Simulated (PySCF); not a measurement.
Si(H)(Me)3 (C₃H₁₀Si), SMILES C[SiH](C)C. Heavy atoms are numbered as in [SiH:1]([CH3:2])([CH3:3])[CH3:4]. Hydrogens are named by the atom that carries them.

Geometry optimised at PBE0-D3(BJ)/def2-SVP. The isomer is the one that the SMILES or the coordinates give; other isomers of the formula were not compared.

Method: PBE0/pcSseg-1 (PySCF).

GIAO shieldings, no solvent; atoms alike by connectivity are averaged. δ = σ(ref) − σ: ²⁹Si against TMS (σ = 352.7 ppm); ¹³C against TMS (σ = 186.3 ppm); ¹H against TMS (σ = 31.56 ppm), references at their B3LYP-D3(BJ)/def2-TZVP geometries, non-relativistic.

Computed chemical shifts:
| nucleus | atoms | count | δ (ppm) |
|---|---|---|---|
| ²⁹Si | Si1 (SiH) | 1 | -16.1 |
| ¹³C | C2 (CH3) | 3 | -0.2 |
| ¹H | H on Si1 | 1 | 4.54 |
| ¹H | H on C2 | 9 | 0.38 |
